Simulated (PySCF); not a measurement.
AlH2F, SMILES [F][AlH2]. Atoms are numbered in the order given.

```xyz
4

Al     0.0000     0.0000     0.5617
H      0.0000     1.4011     1.2773
H      0.0000    -1.4011     1.2773
F      0.0000     0.0000    -1.0951
```

Geometry optimised at TPSSh-D3(BJ)/def2-TZVP.

Computed with IEF-PCM-M06-2X/def2-TZVPD run with PySCF.

The values are the electrostatic part of the solvation free energy, E(continuum) − E(gas) at the gas-phase geometry, in a cavity of scaled van der Waals radii (PySCF's table); cavitation and dispersion terms are not included. A continuum can't describe solvent molecules that bind to the metal. In vacuum the orbital gap is 9.12 eV. The dipole moment in vacuum is 1.53 D.

Computed values in water (ε = 78.36), N,N-dimethylformamide (ε = 37.22), benzene (ε = 2.27):
```
solvent                    ε  ΔG(elec) (kcal/mol)  dipole (D)  gap (eV)
---------------------  -----  -------------------  ----------  --------
water                  78.36                 -6.0        1.78      9.48
N,N-dimethylformamide  37.22                 -5.8        1.78      9.47
benzene                 2.27                 -2.7        1.65      9.27
```
